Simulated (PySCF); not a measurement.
F3La, triplet, geometry from GFN2-xTB (such geometries of metal compounds can be far from the true shape) (the multiplicity is a formal guess) (core potentials on La), with bond 3-1 at 1.6 times its length; BLYP/def2-SV(P) in PySCF.

PySCF was given this input:
```python
from pyscf import gto, scf, dft

mol = gto.M(
    atom='''
La    0.000000   -0.000000    0.000000
F    -1.734184   -1.072541    0.044514
F     0.024178    3.011451   -1.256767
F     1.719073   -0.809616    0.740966
''',
    basis='def2-sv(p)',
    ecp={'La': 'def2-sv(p)'},
    charge=0,
    spin=2,
    verbose=4,
)

mf = dft.UKS(mol)
mf.xc = 'blyp'
mf.conv_tol_grad = 1e-7
mf.kernel()
```

Output, abridged:

```
PySCF version 2.14.0

[INPUT] verbose = 4
[INPUT] num. atoms = 4
[INPUT] num. electrons = 38
[INPUT] charge = 0
[INPUT] spin (= nelec alpha-beta = 2S) = 2
[INPUT] symmetry False subgroup None
[INPUT] Mole.unit = angstrom
[INPUT] Symbol           X                Y                Z      unit          X                Y                Z       unit  Magmom
[INPUT]  1 La     0.000000000000   0.000000000000   0.000000000000 AA    0.000000000000   0.000000000000   0.000000000000 Bohr   0.0
[INPUT]  2 F     -1.734184000000  -1.072541000000   0.044514000000 AA   -3.277132809603  -2.026808747367   0.084119268709 Bohr   0.0
[INPUT]  3 F      0.024178000000   3.011451000000  -1.256767000000 AA    0.045689798240   5.690817627548  -2.374945432391 Bohr   0.0
[INPUT]  4 F      1.719073000000  -0.809616000000   0.740966000000 AA    3.248577158134  -1.529952506066   1.400222807614 Bohr   0.0

nuclear repulsion = 98.0643915393279
number of shells = 29
number of NR pGTOs = 122
number of NR cGTOs = 67
basis = def2-sv(p)
ecp = {'La': 'def2-sv(p)'}

******** <class 'pyscf.dft.uks.UKS'> ********
method = UKS
initial guess = minao
damping factor = 0
level_shift factor = 0
DIIS = <class 'pyscf.scf.diis.CDIIS'>
diis_start_cycle = 1
diis_space = 8
diis_damp = 0
SCF conv_tol = 1e-09
SCF conv_tol_grad = 1e-07
SCF max_cycles = 50
direct_scf = True
direct_scf_tol = 1e-13
number electrons alpha = 20  beta = 18
XC library pyscf.dft.libxc version 7.1.2
    S. Lehtola, C. Steigemann, M. J. T. Oliveira, and M. A. L. Marques,  SoftwareX 7, 1–5 (2018)
XC functionals = blyp
    A. D. Becke,  Phys. Rev. A 38, 3098 (1988)
    C. Lee, W. Yang, and R. G. Parr,  Phys. Rev. B 37, 785 (1988)
    B. Miehlich, A. Savin, H. Stoll, and H. Preuss,  Chem. Phys. Lett. 157, 200 (1989)
radial grids:
    Treutler-Ahlrichs [JCP 102, 346 (1995); DOI:10.1063/1.469408] (M4) radial grids

becke partition: Becke, JCP 88, 2547 (1988); DOI:10.1063/1.454033
pruning grids: <function nwchem_prune>
grids dens level: 3
symmetrized grids: False
atomic radii adjust function: <function treutler_atomic_radii_adjust>
small_rho_cutoff = 0
tot grids = 67496
init E= -327.629701248799

cycle= 1 E= -330.550824723747  delta_E= -2.92  |g|= 0.719  |ddm|=  7.3

cycle= 2 E= -328.218640436264  delta_E= 2.33  |g|= 2.48  |ddm|= 2.64

cycle= 3 E= -330.752004427643  delta_E= -2.53  |g|= 0.334  |ddm|= 1.87

cycle= 4 E= -330.429467580111  delta_E= 0.323  |g|= 0.777  |ddm|= 1.31

cycle= 5 E= -330.796958035671  delta_E= -0.367  |g|= 0.184  |ddm|= 1.06

cycle= 6 E= -330.534813953374  delta_E= 0.262  |g|= 0.595  |ddm|= 1.04

cycle= 7 E= -330.800763398404  delta_E= -0.266  |g|= 0.168  |ddm|= 1.01

cycle= 8 E= -330.508564997093  delta_E= 0.292  |g|= 0.633  |ddm|= 1.02

cycle= 9 E= -330.801891466457  delta_E= -0.293  |g|= 0.159  |ddm|= 1.02

cycle= 10 E= -330.799030607785  delta_E= 0.00286  |g|= 0.177  |ddm|= 0.0367

cycle= 11 E= -330.523980427008  delta_E= 0.275  |g|= 0.608  |ddm|= 1.02

cycle= 12 E= -330.513385285019  delta_E= 0.0106  |g|= 0.623  |ddm|= 0.102

cycle= 13 E= -330.498713267023  delta_E= 0.0147  |g|= 0.648  |ddm|= 0.0539

cycle= 14 E= -330.496210055677  delta_E= 0.0025  |g|= 0.655  |ddm|= 0.0751

cycle= 15 E= -330.502256867821  delta_E= -0.00605  |g|= 0.643  |ddm|= 0.0593

cycle= 16 E= -330.502148042215  delta_E= 0.000109  |g|= 0.642  |ddm|= 0.0251

cycle= 17 E= -330.520341424625  delta_E= -0.0182  |g|= 0.612  |ddm|= 0.0757

cycle= 18 E= -330.802620795684  delta_E= -0.282  |g|= 0.154  |ddm|= 1.02

cycle= 19 E= -330.821696683917  delta_E= -0.0191  |g|= 0.0478  |ddm|= 0.361

cycle= 20 E= -330.802406564008  delta_E= 0.0193  |g|= 0.159  |ddm|= 0.348

cycle= 21 E= -330.801540528838  delta_E= 0.000866  |g|= 0.163  |ddm|= 0.0185

cycle= 22 E= -330.803751266421  delta_E= -0.00221  |g|= 0.152  |ddm|= 0.0491

cycle= 23 E= -330.560110925696  delta_E= 0.244  |g|= 0.58  |ddm|= 0.982

cycle= 24 E= -330.805007565288  delta_E= -0.245  |g|= 0.148  |ddm|= 0.971

cycle= 25 E= -330.536701368277  delta_E= 0.268  |g|= 0.589  |ddm|=    1

cycle= 26 E= -330.533064001025  delta_E= 0.00364  |g|= 0.592  |ddm|= 0.0331

cycle= 27 E= -330.526028980715  delta_E= 0.00704  |g|= 0.601  |ddm|= 0.0431

cycle= 28 E= -330.518426501794  delta_E= 0.0076  |g|= 0.613  |ddm|= 0.0821

cycle= 29 E= -330.499505940742  delta_E= 0.0189  |g|= 0.647  |ddm|= 0.0503

cycle= 30 E= -330.803844854049  delta_E= -0.304  |g|= 0.151  |ddm|= 1.02

cycle= 31 E= -330.588154457733  delta_E= 0.216  |g|= 0.565  |ddm|= 0.953

cycle= 32 E= -330.527022947171  delta_E= 0.0611  |g|= 0.602  |ddm|= 0.27

cycle= 33 E= -330.519536243217  delta_E= 0.00749  |g|= 0.613  |ddm|= 0.0447

cycle= 34 E= -330.514442963761  delta_E= 0.00509  |g|= 0.622  |ddm|= 0.0163

cycle= 35 E= -330.515919528825  delta_E= -0.00148  |g|= 0.62  |ddm|= 0.0144

cycle= 36 E= -330.531154917771  delta_E= -0.0152  |g|=  0.6  |ddm|= 0.0741

cycle= 37 E= -330.544655259899  delta_E= -0.0135  |g|= 0.592  |ddm|= 0.0772

cycle= 38 E= -330.523111029568  delta_E= 0.0215  |g|= 0.61  |ddm|= 0.126
cycle= 39 E= -330.295098757834  delta_E= 0.228  |g|= 1.04  |ddm|= 1.41

cycle= 40 E= -330.657468519118  delta_E= -0.362  |g|= 0.568  |ddm|= 0.495

cycle= 41 E= -330.763462159813  delta_E= -0.106  |g|= 0.324  |ddm|= 0.292

cycle= 42 E= -330.520896916675  delta_E= 0.243  |g|= 0.608  |ddm|= 1.08

cycle= 43 E= -330.491269519999  delta_E= 0.0296  |g|= 0.657  |ddm|= 0.204

cycle= 44 E= -330.498123204686  delta_E= -0.00685  |g|= 0.648  |ddm|= 0.167

cycle= 45 E= -330.519640056845  delta_E= -0.0215  |g|= 0.613  |ddm|= 0.0731

cycle= 46 E= -330.80319280282  delta_E= -0.284  |g|= 0.152  |ddm|= 1.02

cycle= 47 E= -330.462428850788  delta_E= 0.341  |g|= 0.706  |ddm|= 1.03

cycle= 48 E= -330.45634197875  delta_E= 0.00609  |g|= 0.715  |ddm|= 0.0204

cycle= 49 E= -330.456666740486  delta_E= -0.000325  |g|= 0.715  |ddm|= 0.00592

cycle= 50 E= -330.810736506696  delta_E= -0.354  |g|= 0.12  |ddm|= 1.02
SCF not converged.
SCF energy = -330.810736506696 after 50 cycles  <S^2> = 2.0012785  2S+1 = 3.0008522
```

The run did not converge; its last values are not results.
